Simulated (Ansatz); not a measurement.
Reaction (SMILES): N[Si](Br)(Br)Br -> N[Si](Br)Br + Br atom (the Br-Si bond at the site shown breaks; other sites are not compared here)
Each molecule is optimised on its own at B3LYP-D3(BJ)/def2-TZVP (Ansatz, a quantum-chemistry and plane-wave program), one conformer each, not searched for the lowest.

Wanted: bond dissociation energy (electronic energy difference), in kcal/mol. Valence correlation only, unless marked. UHF or UKS for open shells. No spin-orbit coupling. Frozen are the shells of the preceding noble gas and the d and f shells that filled before the atom's block. Non-relativistic. CBS marks a two-point X^-3 extrapolation of the correlation energy; Hartree-Fock from the larger set. The bracket is a focal-point correction in the basis named.

| level | program | bond dissociation energy (kcal/mol) |
|---|---|---|
| BLYP-D4/def2-TZVPD | Ansatz + dftd4 | 87.0 |
| r2SCAN-D3(BJ)/def2-TZVPD | Ansatz + dftd3 | (withheld) |
| PBE0/6-31G* | Ansatz | 89.0 |
| PBE0/def2-SVP | Ansatz | (withheld) |
| CAM-B3LYP-D4/def2-TZVPD | Ansatz + dftd4 | (withheld) |
| B2GP-PLYP-D3(BJ)/def2-TZVPD | Ansatz + dftd3 | 93.7 |
| RPA@PBE/def2-QZVPP | Ansatz | 84.5 |
| CCSD/def2-TZVPP | Ansatz | (withheld) |
| RI-MP2/CBS(def2-TZVPP,def2-QZVPP)+[CCSD(T)-MP2]/def2-TZVPP | Ansatz | 96.0 |

Task: What belongs in the gaps?

Result: 
- r2SCAN-D3(BJ)/def2-TZVPD, bond dissociation energy (kcal/mol): 92.4
- PBE0/def2-SVP, bond dissociation energy (kcal/mol): 90.5
- CAM-B3LYP-D4/def2-TZVPD, bond dissociation energy (kcal/mol): 90.4
- CCSD/def2-TZVPP, bond dissociation energy (kcal/mol): 89.6
